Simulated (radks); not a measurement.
Results of a calculation; reference values are marked as such.
Valence configurations of neutral praseodymium (all share [Xe]). Level of theory: scalar-relativistic Kohn-Sham, BLYP, spin-unpolarised, spherical densities, point nucleus (a radial shooting solver on a logarithmic mesh with Libxc functionals). Order these by energy: 4f1 6s2 6p2; 4f2.5 5d0.5 6s2; 4f3 6p2; 4f3 5d0.5 6s1.5; 4f3 6s1 6p1; 4f3 6s2; 4f2 6s2 6p1; 4f3 5d1 6p1; 4f3 5d1 6s1.

Answer. From the lowest, in eV above it: 4f3 6s2 0.000; 4f2.5 5d0.5 6s2 0.033; 4f3 5d0.5 6s1.5 0.765; 4f3 5d1 6s1 1.593; 4f3 6s1 6p1 2.320; 4f2 6s2 6p1 3.340; 4f3 5d1 6p1 3.706; 4f3 6p2 4.816; 4f1 6s2 6p2 14.866. NIST lists [Xe] 4f3 6s2 as the ground configuration; this level of theory agrees among the configurations tried. The energies are those of spherical spin-averaged densities, not of single terms. No valid solution was reached for [Xe] 4f4 6s1.
